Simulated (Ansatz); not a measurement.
Species: sum formula Si$_{3}$N$_{2}$H$_{11}$ (charge +1, singlet). It need not be the lowest isomer of its formula. 
Geometry from a B3LYP-D3(BJ)/def2-TZVP (Ansatz, an electronic-structure program) optimisation:
```xyz
16

Si     0.0869    -0.6502     0.6508
N     -1.1100     0.7946     0.3371
Si    -2.8856     0.3083     0.0201
N      1.6724    -0.1193     0.4713
Si     2.6225    -0.0543    -1.0209
H     -0.2838    -1.0156     2.0234
H     -0.3594    -1.5736    -0.3994
H     -1.0603     1.4372     1.1306
H     -3.1421    -0.7366     1.0209
H     -2.8660    -0.1815    -1.3635
H     -3.6658     1.5361     0.2218
H      2.1678     0.1220     1.3217
H      3.6719    -1.0881    -1.0143
H      1.6239    -0.3053    -2.0835
H      3.2038     1.2944    -1.1557
H     -0.7596     1.3315    -0.4596
```
Charge +1, spin multiplicity 1.

Basis-set convergence of Hartree-Fock and MP2 correlation energies (hartree) with Ansatz. Cores are frozen in the correlated levels unless marked. Spin-orbit coupling is left out. Non-relativistic.

```tsv
basis	functions	E(HF)	E(corr, MP2)
cc-pV(D+d)Z	152	-981.99422	-0.64366
cc-pV(T+d)Z	331	-982.07919	-0.79806
cc-pV(Q+d)Z	632	-982.09904	-0.85423
```

Extrapolating the two largest sets (X = 3 and 4) as X^-3: E(corr) = (64·(-0.85423) - 27·(-0.79806))/37 = -0.8952 Eh, an estimate of the basis-set limit. The largest set recovers 95.4 % of it, the smallest 71.9 %.
